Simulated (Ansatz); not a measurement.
Reaction (ligand exchange at the In–C bond): `[CH3][In]([Cl])[C]#N` + H–F → `[CH3][In]([F])[Cl]` + `C#N`

Calculated with Ansatz (gas phase, PBE0-D4/def2-TZVP geometries, no zero-point term in ΔE). CCSD(T)/CBS adds triple-zeta CCSD(T) − MP2 to the extrapolated MP2 energy (def2 sets, frozen cores). This one scheme is used for every species. Functionals use def2-TZVPP. B3LYP here is the variant with VWN-RPA as its local correlation; programs differ in this. HSE06 is defined as in plane-wave codes. Elements past krypton have def2 core potentials. For In outer-core shells are correlated without core-valence functions, which leaves a few kJ/mol of doubt a bond.

| level | ΔE (kJ/mol) | difference from CCSD(T)/CBS |
| --- | --- | --- |
| LDA (SPW92) | -29.1 | -5.0 |
| PBE-D4 | -33.8 | -9.7 |
| revPBE-D4 | -33.4 | -9.3 |
| BLYP-D4 | -42.5 | -18.4 |
| r2SCAN-D4 | -36.2 | -12.1 |
| B97M-V | -40.2 | -16.1 |
| PBE0-D4 | -24.7 | -0.6 |
| B3LYP-D4 | -34.8 | -10.7 |
| r2SCANh-D4 | -32.4 | -8.3 |
| r2SCAN0-D4 | -27.3 | -3.2 |
| HSE06-D4 | -24.3 | -0.2 |
| CAM-B3LYP-D4 | -35.1 | -11.0 |
| ωB97M-V | -27.4 | -3.3 |
| B2PLYP | -32.4 | -8.3 |
| PBE-QIDH | -19.4 | 4.7 |
| PBE | -36.4 | -12.3 |
| revPBE | -37.3 | -13.2 |
| BLYP | -47.4 | -23.3 |
| r2SCAN | -37.0 | -12.9 |
| B3LYP | -39.0 | -14.9 |
| r2SCANh | -33.3 | -9.2 |
| r2SCAN0 | -28.3 | -4.2 |
| HSE06 | -26.7 | -2.6 |
| BHLYP | -32.8 | -8.7 |
| CAM-B3LYP | -37.8 | -13.7 |
| LC-ωPBE | -32.3 | -8.2 |
| RPA@PBE/def2-TZVPP | -17.6 | 6.5 |
| HF/def2-SVP | -33.1 | -9.0 |
| MP2/def2-SVP | -35.2 | -11.1 |
| CCSD(T)/def2-SVP | -33.8 | -9.7 |
| HF/def2-TZVPP | -28.3 | -4.2 |
| MP2/def2-TZVPP | -14.3 | 9.8 |
| SCS-MP2/def2-TZVPP | -19.6 | 4.5 |
| CCSD/def2-TZVPP | -17.9 | 6.2 |
| CCSD(T)/def2-TZVPP | -17.1 | 7.0 |
| HF/def2-QZVPP | -30.3 | -6.2 |
| SCS-MP2/def2-QZVPP | -23.9 | 0.2 |
| HF/CBS(def2) | -30.6 | -6.5 |
| MP2/CBS(def2) | -21.4 | 2.7 |
| CCSD/CBS(def2) | -25.0 | -0.9 |
| CCSD(T)/CBS | -24.1 | 0 |

Largest T1 diagnostic among the species: 0.014.

At CCSD(T), def2-SVP lies −9.7 kJ/mol from the extrapolated value and def2-TZVPP +7.0 kJ/mol. In def2-TZVPP, CCSD(T) changes the Hartree–Fock value by +11.2 kJ/mol (the triples alone add +0.8 kJ/mol) and MP2 by +13.9 kJ/mol.
